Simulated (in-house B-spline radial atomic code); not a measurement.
Radial electron density of the zirconium ion Zr⁴⁺, [Ar] 3d10 4s1 4p6 8f1. Level of theory: Dirac-Hartree-Fock, average of configuration, Fermi nucleus of rms radius 4.2694 fm; calculated with a radial B-spline atomic code at the basis-set limit.

Columns: r (bohr), 4πr²n(r) (electrons per bohr), bar.

```
 0.00173    1.886 #
 0.00222    2.923 ##
 0.00285    4.482 ###
 0.00365    6.749 #####
 0.00468       10 #######
 0.00601    14.51 ##########
  0.0077    20.37 ###############
 0.00987    27.57 ####################
  0.0127    35.69 ##########################
  0.0162     43.2 ###############################
  0.0208    48.83 ###################################
  0.0267    50.66 ####################################
  0.0342    48.31 ###################################
  0.0439    44.05 ################################
  0.0562    42.68 ###############################
  0.0721     47.9 ##################################
  0.0925    57.26 #########################################
   0.119    61.44 ############################################
   0.152    53.77 #######################################
   0.195    40.85 #############################
    0.25    37.26 ###########################
    0.32    43.75 ###############################
   0.411    44.27 ################################
   0.527    30.85 ######################
   0.676    15.39 ###########
   0.866    9.007 ######
    1.11    8.016 ######
    1.42    5.724 ####
    1.83    2.326 ##
    2.34   0.5044 
       3  0.04851 
    3.85   0.0275 
    4.94  0.01198 
    6.33  0.01556 
    8.11  0.02514 
    10.4  0.02508 
    13.3  0.02293 
    17.1    0.068 
    21.9  0.07348 
    28.1 0.004292 
    36.1 1.622e-05 
    46.2 2.977e-09 
    59.3 6.893e-15
```

On this grid the curve has 5 maxima, near 0.0267, 0.119, 0.411, 8.11, 21.9 bohr.

The 8f5/2 radial function P(r) = rR(r), positive near the nucleus, with its small component Q(r) (sign convention: Q ≈ (P' + κP/r)/2c):

| r (bohr) | P | Q |
| --- | --- | --- |
| 0.0925 | 0.0004201 | 0.0001027 |
| 0.152 | 0.00195 | 0.0002759 |
| 0.25 | 0.007537 | 0.0006044 |
| 0.411 | 0.02351 | 0.001059 |
| 0.676 | 0.0604 | 0.001534 |
| 1.11 | 0.1231 | 0.001654 |
| 1.83 | 0.1517 | 0.0007161 |
| 3 | -0.03603 | -0.0008693 |
| 4.94 | -0.1094 | 0.0002801 |
| 8.11 | 0.1586 | -0.0001395 |
| 13.3 | -0.1515 | 0.0002398 |
| 21.9 | 0.2711 | -2.606e-06 |
| 36.1 | 0.004029 | -4.525e-06 |
